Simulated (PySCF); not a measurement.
**Correlation energy of Sb (antimony, neutral)**

[Kr] 4d10 5s2 5p3, high-spin 4S determinant. All numbers are calculated (PySCF 2.14, the spin-free X2C one-electron Hamiltonian (Gaussian nucleus), in aug-cc-pVTZ-DK3 (8s7p5d2f, 68 functions)). Frozen: [Kr] 4d10; 5 electrons correlated.

MP2 pair energies summed by pair of shells (mhartree):

| pair | energy | share (%) |
| --- | --- | --- |
| 5s-5p | -39.65 | 65.2 |
| 5p-5p | -13.09 | 21.5 |
| 5s-5s | -8.10 | 13.3 |

Total MP2 correlation energy: -60.83 mhartree.

Same-spin part -16.48 and opposite-spin part -44.36 mhartree; SCS-MP2 scales them by 1/3 and 6/5 to -58.72 mhartree.
